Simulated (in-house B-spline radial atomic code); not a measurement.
**RPA and G0W0 on HSE06: Lu IV (Lu3+)**

Configuration [Xe] 4f14, mean-field start HSE06. Computed with an all-electron radial atomic-structure program (B-spline basis): all electrons, scalar-relativistic (spin-free one-electron X2C), finite nucleus, each spin shell either full or empty, empty states to l = 9 with an (l + 1/2)⁻⁴ tail; G0W0 by contour deformation at full frequency.

Without the two-electron picture change, the correlation of inner shells comes somewhat too large for so heavy an element.

Command:
```bash
python run_gw.py task.json out
```
Settings (radii: box in bohr, nucleus in fm):
```
Z                        71
electrons                68
configuration            [Xe] 4f14
hamiltonian              x2c
method                   hse06
lmax                     9
rms_radius               5.37
spin_polarised           False
box_radius               14.14
intervals                68
```

Cost of the run: 5.1 s on 1 thread of Intel(R) Xeon(R) Platinum 8488C (shared host).

Energies (hartree):

| term | value |
| --- | --- |
| mean-field total | -14561.62617 |
| Hartree-Fock functional on these orbitals | -14557.01073 |
| direct second order | -7.5295 |
| second-order exchange | 1.8416 |
| SOSEX correction | 1.6834 |

(1) What is the RPA correlation energy, and what remains with SOSEX?

Quasi-particle levels (eV):

```json
{"level": "4f", "occupied": "yes", "mean field": "-39.08", "Σx - vxc": "-11.38", "Σc": "?", "QP weight": "?", "G0W0": "?"}
{"level": "5p", "occupied": "yes", "mean field": "-59.57", "Σx - vxc": "-6.02", "Σc": "-0.41", "QP weight": "0.928", "G0W0": "-66.00"}
{"level": "5d", "occupied": "no", "mean field": "-23.999", "Σx - vxc": "5.23", "Σc": "-1.47", "QP weight": "0.971", "G0W0": "-20.234"}
```

G0W0 = mean field + (Σx - vxc) + Σc, with Σc (partial-wave tail included) taken at the quasi-particle energy. Only the outer levels were computed. Levels of low weight are left out.

(2) Where does G0W0 put 4f?

Results:

(1) RPA gives -6.2709 hartree (-2.51 eV per electron); RPA + SOSEX gives -4.5875, and the second-order doubles -5.688 hartree (no singles). RPA lacks exchange-type terms and so overcorrelates at short range.

(2) At -45.97 eV, with Σc = 4.49 eV and a quasi-particle weight of 0.899. The tabulated removal energy is 45.249 ± 0.025 eV (NIST, semi-empirical); the calculation leaves out spin-orbit coupling, Breit and QED terms, and what these don't explain is the method's own error.
